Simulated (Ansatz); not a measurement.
Reaction (cleavage of the Si–Ge bond): `Cl[SiH](Cl)[GeH3]` + NH₃ → `N[SiH](Cl)Cl` + GeH₄

Calculated with Ansatz (gas phase, PBE0-D4/def2-TZVP geometries, no zero-point term in ΔE). CCSD(T)/CBS adds triple-zeta CCSD(T) − MP2 to the extrapolated MP2 energy (def2 sets, frozen cores). This one scheme is used for every species. For Ge outer-core shells are correlated without core-valence functions, which leaves a few kJ/mol of doubt a bond. Scalar relativity is left out up to krypton. One conformer a species, not always the lowest.

`Cl[SiH](Cl)[GeH3]`:

Cartesian coordinates in Å:
```
Cl 0.592 1.954 1.647
Si -0.060 0.079 1.130
Cl -2.036 -0.112 1.648
Ge 0.166 -0.213 -1.217
H 0.702 -0.890 1.949
H -0.334 -1.610 -1.612
H -0.672 0.856 -1.930
H 1.642 -0.065 -1.615
```

NH₃:

Cartesian coordinates in Å:
```
N -0.183 0.025 -0.213
H -0.653 -0.040 0.682
H 0.391 -0.803 -0.308
H 0.445 0.818 -0.161
```

`N[SiH](Cl)Cl`:

```xyz
7

N     0.456   -0.840   -0.569
Si   -0.107    0.401    0.432
Cl    0.742    2.142   -0.213
Cl   -2.143    0.683    0.411
H     0.512   -0.709   -1.567
H     0.283   -1.803   -0.326
H     0.259    0.127    1.832
```

GeH₄:

```xyz
5

Ge    0.000    0.000    0.000
H    -0.930    0.766    0.950
H     0.279   -1.396    0.572
H     1.321    0.765   -0.149
H    -0.670   -0.135   -1.373
```

```json
{"species": "`Cl[SiH](Cl)[GeH3]`", "CCSD(T)/CBS(def2) energy (Eh)": "-3287.25008"}
{"species": "NH₃", "CCSD(T)/CBS(def2) energy (Eh)": "-56.50880"}
{"species": "`N[SiH](Cl)Cl`", "CCSD(T)/CBS(def2) energy (Eh)": "-1265.28357"}
{"species": "GeH₄", "CCSD(T)/CBS(def2) energy (Eh)": "-2078.49493"}
```

(1) Work out ΔE.

Largest T1 diagnostic among the species: 0.012.

Results:

(1) ΔE = (-1265.28357) + (-2078.49493) − (-3287.25008) − (-56.50880) = -0.01962 Eh = -12.3 kcal/mol.

From BLYP to BHLYP (50 % exact exchange), in def2-TZVPP and without D4, ΔE moves by −3.2 kcal/mol. Leaving LDA and LC-ωPBE aside and taking each functional with its dispersion term where it has one, the values, not all of them listed here, spread over 5.2 kcal/mol, from CAM-B3LYP-D4 to PBE-D4. LDA lies −2.4 kcal/mol from PBE without D4. At CCSD(T), def2-SVP lies −1.5 kcal/mol from the extrapolated value and def2-TZVPP −0.6 kcal/mol.
